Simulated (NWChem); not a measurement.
C₃H₄BFO; SMILES O1CC=CB1F

```xyz
10

F      0.0382    -2.1129     0.0000
B      0.0625    -0.7832     0.0000
C      1.2721     0.1906     0.0000
C      0.7117     1.4131     0.0000
C     -0.7921     1.3207     0.0000
O     -1.1103    -0.0723     0.0000
H      2.3412     0.0082     0.0000
H      1.2172     2.3766     0.0000
H     -1.2411     1.7897    -0.8858
H     -1.2411     1.7897     0.8858
```
Atoms are numbered in this order, from 1.

Program: NWChem. The geometry was optimised at B3LYP/6-31G* (spherical d).

**Question.** Among these, which level gives the lowest value of “orbital gap (eV)”?
(A) Hartree-Fock/cc-pVTZ
(B) Hartree-Fock/aug-cc-pVDZ
(C) Hartree-Fock/cc-pVDZ

**Answer.** B, Hartree-Fock/aug-cc-pVDZ. Values: Hartree-Fock/aug-cc-pVDZ 11.44; Hartree-Fock/cc-pVTZ 13.51; Hartree-Fock/cc-pVDZ 13.68
